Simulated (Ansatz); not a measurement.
Geometry optimisation, Ansatz 0.2.0, RKS B3LYP-D4/def2-SVP.

input.yaml

```yaml
crystal:
  periodic: [false, false, false]
  atoms:
    - { symbol: In, position_ang: [0.046578, -0.58699, -0.604753] }
    - { symbol: Cl, position_ang: [0.049614, -0.150543, 3.001588] }
    - { symbol: Cl, position_ang: [2.054226, 0.478034, -1.128651] }
    - { symbol: Cl, position_ang: [-2.015594, 0.207917, -1.389773] }
    - { symbol: O, position_ang: [0.116216, -2.297567, 0.427325] }
    - { symbol: H, position_ang: [-0.734649, -2.762404, 0.415529] }
    - { symbol: H, position_ang: [0.195809, -1.341946, 2.410836] }
basis:
  gaussian: { orbitals: def2-SVP }
hamiltonian:
  xc: b3lyp
  dispersion: d4
relax:
  f_tol: 0.03
  max_steps: 50
```

Run as:

```bash
$ ansatz run input.yaml --threads 2 --pin off --max-ram 3072MiB --backend cpu --events-out ev --progress --plain --runs-dir out
```

Problem. Where does it end, and by what steps?

Solution. The run converged. After 15 steps the energy has fallen by 1.576 eV; H7 moved furthest, 1.22 Å. Parted: Cl2–H7 (1.34 → 2.93 Å). Joined: In1–Cl2 (3.63 → 2.37 Å), O5–H7 (2.20 → 0.97 Å).

```
step  energy less start (eV)  largest force component (eV/Å)  accepted
   0                  0.0000                           0.894       yes
   1                 -0.1168                           0.300       yes
   2                 -0.2147                           0.688       yes
   3                 -0.3016                           0.809       yes
   4                 -0.3519                           1.082       yes
   5                 -0.5507                           1.906       yes
   6                 -0.7478                           3.564       yes
   7                 -1.1754                           2.929       yes
   8                 -1.4237                           0.789       yes
   9                 -1.5242                           0.476       yes
  10                 -1.5455                           0.323       yes
  11                 -1.5641                           0.179       yes
  12                 -1.5688                           0.123       yes
  13                 -1.5657                           0.700        no
  14                 -1.5750                           0.049       yes
  15                 -1.5761                           0.017       yes
```

```xyz
7
Properties=species:S:1:pos:R:3
In 0.140 0.000 0.127
Cl 0.051 0.550 2.427
Cl 2.120 0.344 -1.080
Cl -1.916 -0.215 -1.023
O 0.077 -2.246 0.690
H -0.752 -2.610 0.333
H -0.008 -2.277 1.659
```

Whether the end is a true minimum wasn't checked by a vibrational analysis.

Run time: 64 s on 2 threads of Intel(R) Xeon(R) Platinum 8259CL CPU @ 2.50GHz (Skylake/Cascade Lake), with other jobs on the host, peak memory 0.29 GiB.
